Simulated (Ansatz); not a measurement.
Reaction: BH2Se2 (SMILES [Se]B[SeH], doublet) → BH2Se2 (SMILES [SeH][B][SeH], doublet)
Each species at its own B3LYP-D3(BJ)/def2-TZVP minimum (Ansatz, an electronic-structure program).

Total energies in hartree (Ansatz). UHF or UKS for unpaired electrons; spin-orbit terms are left out. Cores are frozen in correlated methods (noble-gas shells, and filled d and f shells in the p block). No relativity.

```tsv
species	HF/cc-pVTZ	CCSD(T)/cc-pVTZ	HF/cc-pVQZ	CCSD(T)/cc-pVQZ	CCSD(T)/cc-pVDZ	CCSDT(Q)/cc-pVDZ
1: BH2Se2 (SMILES B([SeH])[Se], doublet)	-4825.66489	-4826.10511	-4825.67269	-4826.14378	-4825.85176	-4825.85368
2: BH2Se2 (SMILES [B]([SeH])[SeH], doublet)	-4825.61847	-4826.06209	-4825.62639	-4826.10173	-4825.80905	-4825.81112
```

Task: Work out the isomerisation energy (electronic) in kJ/mol: take Hartree-Fock from cc-pVQZ, extrapolate the CCSD(T) correlation energy as X^-3 (X = 3, 4), and add CCSDT(Q) - CCSD(T) in cc-pVDZ. 1 hartree = 2625.5 kJ/mol.

Result: 
Species 1: correlation (64·(-0.47109) - 27·(-0.44022))/37 = -0.49362; step -0.00192; E1 = -4825.67269 + (-0.49362) + (-0.00192) = -4826.16823
Species 2: correlation (64·(-0.47534) - 27·(-0.44362))/37 = -0.49849; step -0.00207; E2 = -4825.62639 + (-0.49849) + (-0.00207) = -4826.12695
-1·E1 +1·E2 = 0.04128 hartree = 108.4 kJ/mol.
